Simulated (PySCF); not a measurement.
# Structure from NMR data

The spectra below were simulated for a compound C6H16O2Si.

$^{1}$H NMR (400 MHz, computed): δ 4.51 (s, 2H), 3.74 (s, 3H), 3.47 (s, 2H), 0.96 (s, 9H).

$^{13}$C{$^{1}$H} NMR (computed): δ 81.6, 54.0, 34.3, 28.0.

One computed conformer, equivalent nuclei averaged, no solvent, non-relativistic Hamiltonian. Geometry: PBE0-D3(BJ)/def2-SVP; B3LYP/pcSseg-1 with gauge-including orbitals; PySCF 2.14.

References, each an isolated molecule treated in the same way: TMS for $^{1}$H and $^{13}$C.

Propose a structure and justify it.

Answers


- Rings plus π bonds: 0.
- 4 carbon signals for 6 carbons: some carbons are equivalent by symmetry or fast rotation.
- Carbon types of the structure: 1 × C, 1 × CH2, 4 × CH3, leaving 2 H on heteroatoms.
- δC 81.6: sp3 CH2 bonded to O; the inductive effect lowers its shielding.
- δC 54.0: methyl carbon bonded to O; deshielded by the electronegative neighbour.
- δC 34.3: quaternary sp3 carbon; a saturated carbon with 4 carbon neighbours and no heteroatom attached.
- δC 28.0: methyl carbon; a saturated carbon with 1 carbon neighbour and no heteroatom attached.
- δH 3.74: hydrogen on a methyl carbon bonded to O; its carbon carries O, which withdraws density.
- δH 3.47: hydrogen on an sp3 CH2 bonded to O; its carbon carries O, hence the downfield position.
- δH 0.96: hydrogen on a methyl carbon; far from electronegative atoms and π systems.

The compound is `CO[SiH2]OCC(C)(C)C`.

The data come from this structure; uniqueness wasn't tested.

Shifts are as computed. Against solution values, carbons near 30 ppm lie about +2 ppm off and those near 130 ppm about +6 ppm. Of 1313 compounds with measured shifts, 239 miss one by over three times the rms of a fit or turn the order of signals round; such compounds aren't used in these exercises. No couplings were computed; multiplicities are counted from neighbouring protons, with m where these are inequivalent, close in shift, in a saturated or five-membered ring or joined by F or P, and br s for small geminal =CH2 splittings.
